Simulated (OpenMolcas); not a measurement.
Dy3+ with its 6 nearest chloride ions at 2.654 Å, on the Y site of Cs2NaYCl6 (a = 10.7396 Å, distance in the model lattice 2.619 Å). The rest of the host is ab initio model potentials to 7.6 Å, with orthogonalisation functions on the cations behind the ligands, and point charges beyond; the distance is set by hand and nothing relaxes. Ligand basis ANO-RCC-VDZP.

```
Program             : OpenMolcas
Method              : CASSCF
Basis               : ANO-RCC-VDZP [7s6p4d2f1g]
Scalar Hamiltonian  : DKH2, point nucleus
Active space        : 9 electrons in 7 orbitals (4f)
State averaging     : 2S+1 = 6 odd, 21 roots; 2S+1 = 4 odd, 115 roots kept (CI in the orbitals of an earlier block, 108 in the spin-orbit step); 2S+1 = 2 odd, 82 roots kept (CI in the orbitals of an earlier block, 41 in the spin-orbit step)
Spin-orbit coupling : RASSI with atomic mean-field integrals over the reference wave functions
```

(1) What is the spin-free ground state (labels of O, the rotations of Oh)?

(2) Where is the first state of the same spin?

(3) What are the lowest two levels with spin-orbit coupling?

(4) What is χT at 300 K, and how does it compare with the textbook value?

Answers

(1) 6T1, 3-fold in its orbital part, 100 % from free-ion H terms; it has the highest spin that f9 allows.

(2) 6T2 at 180 cm-1 above the ground state.

(3) A 2-fold level Γ6 with g = 6.63, 6.63, 6.63, then a 4-fold level Γ8 20.5 cm-1 above it. Their leading multiplicities are 6 (95 %) and 6 (95 %).

(4) Hund's rules give f9 the level 6H15/2 with g = 1.333, so an isolated free-ion multiplet has χT = g² J(J+1) / 8 = 14.167 cm3 K/mol. The computed 13.955 at 300 K differs by -1 %, through the field's splitting, the mixing of terms and any other multiplet in reach.

High states are left out of the spin-orbit mixing, which shifts the levels that they would mix with. Without dynamic correlation the ligand-field splitting of an f shell can come out too small, at times by half. The first state left out of the spin-orbit step lies near 42000 cm-1 above the lowest spin-free state of the reference (among the parities and spins computed), and the lists stop at four fifths of that energy or lower. No measured value stands beside these numbers; the geometry was set by hand and not optimised.
